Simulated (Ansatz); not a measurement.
`[NH2][Ta](=[O])([OH])[F]` + H–F → `[O]=[Ta]([OH])([F])[F]` + NH₃ at 700 K and 1 bar (ligand exchange at a Ta–N bond).

Program: Ansatz. Geometries: PBE0-D4/def2-TZVP. ΔE: electronic, gas phase. CBS: MP2 limit from def2 TZ/QZ plus the TZ coupled-cluster correction, frozen cores. This one scheme is used for every species. def2 core potentials past Kr. For Ta outer-core shells are correlated without core-valence functions, which leaves a few kJ/mol of doubt a bond. Each species was taken in one conformer, which may not be the lowest.

```tsv
species	CCSD(T)/CBS energy (Eh)	H − E (kJ/mol)	S (J/(mol·K))
`[NH2][Ta](=[O])([OH])[F]`	-363.77097	189.4	465.7
H–F	-100.39570	45.2	198.5
`[O]=[Ta]([OH])([F])[F]`	-407.68418	117.2	434.1
NH₃	-56.50880	116.9	226.5
```

H − E and S are ideal-gas, rigid-rotor, harmonic terms from PBE0-D4/def2-TZVP, for one conformer and one mirror image of each species. 1 Eh = 2625.50 kJ/mol, R = 8.31446 J/(mol·K).

Q: By hand: ΔE, ΔH, ΔS and ΔG.

A: ΔE = (-407.68418) + (-56.50880) − (-363.77097) − (-100.39570) = -0.02631 Eh = -69.1 kJ/mol. Δ(H − E) = 117.2 + 116.9 − 189.4 − 45.2 = -0.5, so ΔH = -69.6 kJ/mol. ΔS = 434.1 + 226.5 − 465.7 − 198.5 = -3.6 J/(mol·K). ΔG = -69.6 − 700 × (-3.6)/1000 = -67.1 kJ/mol.

Q: By hand: the equilibrium constant, and the temperature at which ΔG would vanish if ΔH and ΔS stayed fixed.

A: log₁₀ K = −ΔG/(RT ln 10) = 5.0. ΔG = 0 at ΔH/ΔS = 19333 K, far beyond where these terms or the molecules hold.

The number of gas molecules stays the same, so ΔS is small and ΔH decides. A doubt of 5 kJ/mol in ΔE shifts log₁₀ K by 0.4 here. Other conformers and mirror images would add mixing entropy, several J/(mol·K) or more a flexible species. These are equilibria of isolated gas molecules and say nothing of rates. Largest T1 diagnostic: 0.020 (customary marks: 0.02 for closed shells, 0.045 for open ones).
